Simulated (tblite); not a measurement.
Run record: tight-binding relaxation, `C=C(C)[SiH2]CC(F)(F)Br`.

Computed with GFN2-xTB geometry optimisation, gas phase (tblite 0.8.0). Start geometry: from a force field or distance geometry. The command runs a driver script over a list of jobs; the input below is this job's line of settings and its coordinates in Å.

Command:
```bash
OMP_NUM_THREADS=1 python probes_run.py task.json out
```

Input:
```
{"job": {"kind": "relax", "xc": "GFN2-xTB", "basis": "xTB"}, "charge": 0, "multiplicity": 1}
C     -1.551500     0.149100    -1.312900
C     -1.437600    -0.059300     0.001900
C     -2.541300    -0.624800     0.830500
Si     0.207400     0.382800     0.728700
C      1.442600     0.106400    -0.650400
C      2.796500    -0.098200    -0.040900
F      3.733000    -0.293500    -1.041200
F      2.726000    -1.128500     0.854600
Br     3.272400     1.522800     0.904900
H     -2.510100    -0.090100    -1.787400
H     -0.736600     0.559400    -1.902100
H     -2.256400    -1.391600     1.545800
H     -3.055000     0.269100     1.278400
H     -3.287900    -1.037500     0.102500
H      0.122000     1.834400     1.076400
H      0.515900    -0.412500     1.939400
H      1.440800     1.062400    -1.245600
H      1.111100    -0.744000    -1.294300
```

Output:
```
step      E/eV     max force
  0    -830.54161    2.016
  1    -830.76351    1.107
  2    -830.89739    0.801
  3    -830.94591    0.512
  4    -830.97361    0.452
  5    -830.98587    0.277
  6    -831.00044    0.325
  7    -831.01141    0.255
  8    -831.02115    0.234
  9    -831.03087    0.234
... (112 lines left out)
122    -831.11818    0.020
123    -831.11828    0.022
124    -831.11836    0.014
125    -831.11840    0.014
126    -831.11844    0.014
127    -831.11848    0.013
128    -831.11851    0.012
129    -831.11854    0.012
130    -831.11857    0.012
131    -831.11859    0.008
```

«max force» is the largest atomic force in eV/Å.

Task: From which step on does the largest force stay under 0.1 eV/Å, and how much energy is left to gain from there?

Result: From step 33 (0.089 eV/Å), 26.9 meV above the end.

Summary of the converged run: energy lowered by 13.3 kcal/mol over 131 steps; largest atomic force 0.008 eV/Å at the end.

Task: Give the final coordinates.

Result: 0.385 Å rms from the input after alignment:
```
atom  x, y, z in Å
C1    -1.6944   -0.1802   -1.4329
C2    -1.5054   -0.1352   -0.1198
C3    -2.6430   -0.3209    0.8358
Si4    0.1554    0.1920    0.7079
C5     1.5114    0.2287   -0.6413
C6     2.8646    0.0632   -0.0371
F7     3.8528    0.0779   -0.9545
F8     2.9969   -1.1055    0.6154
Br9    3.2911    1.4814    1.2564
H10   -2.6690   -0.3567   -1.8632
H11   -0.8919   -0.0432   -2.1380
H12   -2.4453   -1.1657    1.4926
H13   -2.7466    0.5621    1.4636
H14   -3.5809   -0.4939    0.3131
H15    0.1304    1.4957    1.3801
H16    0.4819   -0.8738    1.6606
H17    1.4983    1.1666   -1.1944
H18    1.3849   -0.5863   -1.3562
```

Task: Estimate the wall time. Hardware: an Arm Neoverse N1 with one thread, no GPU, shared host with 64 logical CPUs at a one-minute load of 58.

Result: About 2.1 s.
Labels such as C1 count atoms from 1, the log's own numbers from 0.
